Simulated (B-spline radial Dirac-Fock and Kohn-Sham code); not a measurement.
## Dipole and non-dipole photoemission parameters of Rh 4d3/2

System: the Rh atom in the configuration [Kr] 4d8 5s1; threshold 9.56 eV (orbital energy of the model). Calculated with a radial finite-basis atomic code, using Dirac-Hartree-Slater photoionisation with a Latter tail; cross sections with all multipoles, angular parameters from the dipole term and its interference with E2.

Input file task.json (cfg lists n, l and occupation; rrms is the nuclear radius in fm):

```json
{"items": [{
  "Z": 45,
  "q": 0,
  "cfg": [[1, 0, 2], [2, 0, 2], [2, 1, 6], [3, 0, 2], [3, 1, 6], [3, 2, 10], [4, 0, 2], [4, 1, 6], [4, 2, 8], [5, 0, 1]],
  "A": 103,
  "rrms": 4.4945,
  "do": "xps",
  "hv": [65.8, 80, 150, 177.0, 229.0, 245.0, 421.0, 485.0, 584.0, 646.0, 660.0, 752.0, 762.0, 908.0, 1253.6, 1486.9, 2080.0, 2450.0, 2760.0, 2930.0, 2984.4, 3530.0, 5414.7, 6000, 6040.0, 8570.0, 9100.0, 9150.0, 9251.7, 9420.0],
  "edges": {"K": 23220.0, "L1": 3412.0, "L2": 3146.0, "L3": 3004.0, "M1": 628.1, "M2": 521.3, "M3": 496.5, "M4": 311.9, "M5": 307.2, "N1": 81.4}
}]}
```

Command: `python xray2_run.py task.json out`

For linearly polarised light dσ/dΩ = σ/(4π) [1 + β P₂(cos θ) + (δ + γ cos²θ) sin θ cos φ], with θ from the polarisation vector and φ the angle between the beam and the projection of the electron momentum on the plane normal to the polarisation.

```csv
hν (eV),σ (kb),β,γ,δ
65.8,1690,1.437,-0.006,0.006
80,459,1.889,-0.001,0.004
150,142,-0.174,0.117,-0.024
177,173,0.244,0.063,-0.018
229,179,0.658,0.010,-0.010
245,173,0.738,0.000,-0.008
421,91.6,1.150,-0.020,0.009
485,71.4,1.210,-0.007,0.013
584,49.7,1.267,0.022,0.018
646,40.2,1.289,0.044,0.021
660,38.3,1.293,0.049,0.022
752,28.6,1.311,0.084,0.026
762,27.8,1.312,0.088,0.027
908,18.3,1.322,0.146,0.032
1253.6,8.03,1.303,0.282,0.045
1486.9,5.03,1.277,0.367,0.053
2080,?,?,?,?
2450,1.14,1.151,0.655,0.087
2760,0.783,1.112,0.730,0.099
2930,0.645,1.092,0.767,0.105
2984.4,0.608,1.085,0.779,0.107
3530,0.349,1.025,0.885,0.128
5414.7,0.0790,0.861,1.144,0.199
6000,0.0545,0.821,1.203,0.220
6040,0.0532,0.819,1.207,0.222
8570,0.0144,0.684,1.387,0.311
9100,0.0115,0.662,1.415,0.329
9150,0.0112,0.660,1.417,0.330
9251.7,0.0108,0.656,1.422,0.334
9420,0.0101,0.649,1.431,0.339
```

Q: Give the values at 2080 eV.

A: σ = 1.89 kb, β = 1.199, γ = 0.556, δ = 0.074.
